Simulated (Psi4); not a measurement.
Cl2Pb, triplet, at a GFN2-xTB geometry (such geometries of metal compounds can be far from the true shape) (the spin is typed, not shown lowest) (core potentials on Pb); PBE0/def2-SV(P) (Psi4).

Psi4 was given this input:
```
memory 2 GB

molecule mol {
0 3
Pb    0.011449   -0.016426    0.686590
Cl    0.852865    1.015832   -1.647220
Cl   -0.908088   -0.936603   -1.664566
}

set {
  basis def2-sv(p)
  reference uks
}

energy('pbe0')
print_variables()
```

Output, abridged:

```
   => Loading Basis Set <=

    Name: DEF2-SV(P)
    Role: ORBITAL
    Keyword: BASIS

    !!!  WARNING: ECP capability is in beta. Please check occupations closely.  !!!

         ---------------------------------------------------------
                                   SCF
               by Justin Turney, Rob Parrish, Andy Simmonett
                          and Daniel G. A. Smith
                              UKS Reference
         ---------------------------------------------------------

  ==> Geometry <==

    Molecular point group: cs
    Full point group: Cs

    Geometry (in Angstrom), charge = 0, multiplicity = 3:

       Center              X                  Y                   Z               Mass
    ------------   -----------------  -----------------  -----------------  -----------------
         PB           0.003892100110    -0.589728294067     0.000000000000   207.976652500000
         CL          -1.326199298310     1.745022967110     0.000000000000    34.968852682000
         CL           1.303051099557     1.762375963017     0.000000000000    34.968852682000

  Running in cs symmetry.

  Rotational constants: A =      0.13946  B =      0.05865  C =      0.04129 [cm^-1]
  Rotational constants: A =   4181.02725  B =   1758.24813  C =   1237.74078 [MHz]
  Nuclear repulsion =  205.472970195828964

  Charge       = 0
  Multiplicity = 3
  Electrons    = 56
  Nalpha       = 29
  Nbeta        = 27

  ==> Algorithm <==

  SCF Algorithm Type is DF.
  DIIS enabled.
  MOM disabled.
  Fractional occupation disabled.
  Guess Type is SAD.
  Energy threshold   = 1.00e-06
  Density threshold  = 1.00e-06
  Integral threshold = 1.00e-12

  ==> Primary Basis <==

  Basis Set: DEF2-SV(P)
    Blend: DEF2-SV(P)
    Number of shells: 26
    Number of basis functions: 62
    Number of Cartesian functions: 66
    Spherical Harmonics?: true
    Max angular momentum: 2

  Core potential: DEF2-SV(P)
    Number of shells: 4
    Number of ECP primitives: 18
    Number of ECP core electrons: 60
    Max angular momentum: 3

  ==> DFT Potential <==

   => LibXC <=

    Version 7.1.2
    S. Lehtola, C. Steigemann, M. J. T. Oliveira, and M. A. L. Marques,  SoftwareX 7, 1–5 (2018) (10.1016/j.softx.2017.11.002)

   => Composite Functional: PBE0 <=

    PBE0 Hyb-GGA Exchange-Correlation Functional

    C. Adamo and V. Barone,  J. Chem. Phys. 110, 6158 (1999) (10.1063/1.478522)
    M. Ernzerhof and G. E. Scuseria,  J. Chem. Phys. 110, 5029 (1999) (10.1063/1.478401)

[...]
      Ntotal   =   55.9999984412 ; deviation = -1.559e-06

   @Spin Contamination Metric:   5.175047257E-03
   @S^2 Expected:                2.000000000E+00
   @S^2 Observed:                2.005175047E+00
   @S   Expected:                1.000000000E+00
   @S   Observed:                1.000000000E+00

    Orbital Energies [Eh]
    ---------------------

    Alpha Occupied:

[...]
    Alpha Virtual:

[...]
    Beta Occupied:

[...]
    Beta Virtual:

[...]
    Final Occupation by Irrep:
             Ap   App
    DOCC [    20,    7 ]
    SOCC [     1,    1 ]
    NA   [    21,    8 ]
    NB   [    20,    7 ]

  @DF-UKS Final Energy: -1112.68628529749890

   => Energetics <=

    Nuclear Repulsion Energy =            205.4729701958289638
    One-Electron Energy =               -2017.2008983268719930
    Two-Electron Energy =                 753.7572928297130375
    DFT Exchange-Correlation Energy =     -54.7156499961687430
    Empirical Dispersion Energy =           0.0000000000000000
    VV10 Nonlocal Energy =                  0.0000000000000000
    Total Energy =                      -1112.6862852974986708

  UHF NO Occupations:
  HONO-2 :   20 Ap 1.9989047
  HONO-1 :   21 Ap 1.0000000
  HONO-0 :    8App 1.0000000
  LUNO+0 :   22 Ap 0.0010953
  LUNO+1 :   23 Ap 0.0008069
  LUNO+2 :   24 Ap 0.0002832
  LUNO+3 :   25 Ap 0.0002331

Computation Completed

Properties will be evaluated at   0.000000,   0.000000,   0.000000 [a0]

Properties computed using the SCF density matrix

 Multipole Moments:

 ------------------------------------------------------------------------------------
     Multipole            Electronic (a.u.)      Nuclear  (a.u.)        Total (a.u.)
 ------------------------------------------------------------------------------------

 L = 1.  Multiply by 2.5417464519 to convert [e a0] to [Debye]
 Dipole X            :          0.5908072           -0.5818338            0.0089734
 Dipole Y            :        -89.5185422           88.1590484           -1.3594937
 Dipole Z            :          0.0000000            0.0000000            0.0000000
 Magnitude           :                                                    1.3595234

 ------------------------------------------------------------------------------------

  Variable Map:
  ----------------------------------------------------------------------------
[...]
  Array Variable Map:
  ----------------------------------------------------------------------------
[...]
[...]
```
